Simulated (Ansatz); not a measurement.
In(NH2)3 (InN3H6), 10 atoms. Hardware: 4 threads of Arm Neoverse V2 on a shared host.

In the def2 sets In takes a core potential; there is no spin–orbit coupling.

(1) How many basis functions does each of these Ansatz runs have, and roughly what does it cost? PBE-D4/def2-TZVPD, charge 0 singlet, energy, from earlier orbitals; PBE0-D4/def2-TZVP, charge 1 doublet at the geometry of the charge 0 singlet, energy, from earlier orbitals; LDA (SPW92)/def2-TZVP, charge 0 singlet, energy, from earlier orbitals; PBE0-D4/def2-TZVP, charge 0 triplet at the geometry of the charge 0 singlet, energy; PBE-D4/def2-TZVP, charge 0 triplet at the geometry of the charge 0 singlet, energy, from earlier orbitals; LC-ωPBE/def2-TZVP, charge 0 singlet, energy, from earlier orbitals; HF/def2-TZVP, charge 0 singlet, energy and forces, from earlier orbitals; r2SCAN-D4/def2-TZVP, charge 1 doublet at the geometry of the charge 0 singlet, energy, from earlier orbitals; PBE-D4/def2-SVP, charge 0 singlet, relaxation, 4 steps; PBE-D4/def2-TZVP, charge 1 doublet at the geometry of the charge 0 singlet, energy, from earlier orbitals; B3LYP-D4/def2-TZVP, charge 0 singlet, energy, from earlier orbitals; PBE0-D4/def2-SVP, charge 0 singlet, energy, from earlier orbitals.

Results:

(1) Other jobs shared the machine, so times can vary by a factor of up to 3. A dash marks memory too small to be measured apart from the calling script's.

```
                                                                                                         run  functions  fitting or Cholesky vectors  wall time  peak host memory (GiB)
                                      LDA (SPW92)/def2-TZVP, charge 0 singlet, energy, from earlier orbitals        179                         1117      0.9 s                       –
                                           PBE0-D4/def2-SVP, charge 0 singlet, energy, from earlier orbitals         98                         1083      1.1 s                       –
                                    HF/def2-TZVP, charge 0 singlet, energy and forces, from earlier orbitals        179                         1354      1.8 s                       –
                                          LC-ωPBE/def2-TZVP, charge 0 singlet, energy, from earlier orbitals        179                         1117      1.9 s                       –
                                         B3LYP-D4/def2-TZVP, charge 0 singlet, energy, from earlier orbitals        179                         1194      1.9 s                       –
                                          PBE-D4/def2-TZVPD, charge 0 singlet, energy, from earlier orbitals        221                         1274      2.2 s                       –
   PBE-D4/def2-TZVP, charge 0 triplet at the geometry of the charge 0 singlet, energy, from earlier orbitals        179                         1117      3.3 s                       –
   PBE-D4/def2-TZVP, charge 1 doublet at the geometry of the charge 0 singlet, energy, from earlier orbitals        179                         1117      3.4 s                       –
                                                      PBE-D4/def2-SVP, charge 0 singlet, relaxation, 4 steps         98                         1180      4.2 s                       –
r2SCAN-D4/def2-TZVP, charge 1 doublet at the geometry of the charge 0 singlet, energy, from earlier orbitals        179                         1117      8.5 s                       –
                         PBE0-D4/def2-TZVP, charge 0 triplet at the geometry of the charge 0 singlet, energy        179                         1210       11 s                    0.73
  PBE0-D4/def2-TZVP, charge 1 doublet at the geometry of the charge 0 singlet, energy, from earlier orbitals        179                         1210       11 s                    0.72
```
